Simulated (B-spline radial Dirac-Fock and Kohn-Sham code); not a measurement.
**Mn³⁺: photoemission with 10400 eV photons**

System: manganese as Mn³⁺, [Ar] 3d4.

The computed values come from a B-spline atomic structure program: the independent-particle Dirac-Slater model, thresholds from Dirac-Fock. The asymmetry parameter β is from the dipole term alone. Kinetic energies are from the vacuum level. Open shells are spread statistically over j, without multiplet splitting.

```tsv
subshell	electrons	binding (eV)	kinetic (eV)	σ (kb)	β
1s	2	6591.8	3808.2	?	?
2s	2	826.6	9573.4	0.807	2.00
2p1/2	2	705.6	9694.4	0.140	0.69
2p3/2	4	695.5	9704.5	0.259	0.67
3s	2	139.5	10260.5	0.117	2.00
3p1/2	2	102.4	10297.6	0.0187	0.66
3p3/2	4	101.1	10298.9	0.0345	0.64
3d3/2	1.6	49.01	10351.0	0.000182	0.28
3d5/2	2.4	48.88	10351.1	0.000261	0.29
```

Problem. What are σ and β for 1s?

Solution. σ = 11.1 kb, the largest of all subshells and 89 % of the total, and β = 2.00.

Run: 3.9 s of CPU time on 1 thread of Neoverse-N1 (shared host), peak memory 0.40 GiB.
